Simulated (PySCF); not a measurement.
Stepwise substitution at one centre (Ga OH-NH2). Isolated molecules, 0 K electronic values unless said otherwise. One relaxed conformer stands for each flexible species; it need not be the lowest. Strings in code marks are SMILES.

These are PySCF with B3LYP-D3(BJ)/def2-TZVP values and carry that method's errors. B3LYP has the VWN-RPA correlation part, as in Gaussian. 

```json
[
 {"species": "0 of 3 OH replaced by NH2 (`[OH][Ga]([OH])[OH]`)", "LUMO (eV)": "…", "S1 oscillator strength": "0.000", "HOMO (eV)": "-8.67"},
 {"species": "1 of 3 OH replaced by NH2 (`[NH2][Ga]([OH])[OH]`)", "LUMO (eV)": "-0.96", "S1 oscillator strength": "0.019", "HOMO (eV)": "-7.36"},
 {"species": "2 of 3 OH replaced by NH2", "LUMO (eV)": "-0.55", "S1 oscillator strength": "0.012", "HOMO (eV)": "…"},
 {"species": "3 of 3 OH replaced by NH2 (`[Ga]([NH2])([NH2])[NH2]`)", "LUMO (eV)": "-0.24", "S1 oscillator strength": "…", "HOMO (eV)": "-6.47"}
]
```

Question: Complete the blanks.

Answer: 
- 0 of 3 OH replaced by NH2 (`[OH][Ga]([OH])[OH]`), LUMO (eV): -1.35
- 2 of 3 OH replaced by NH2, HOMO (eV): -6.76
- 3 of 3 OH replaced by NH2 (`[Ga]([NH2])([NH2])[NH2]`), S1 oscillator strength: 0.011
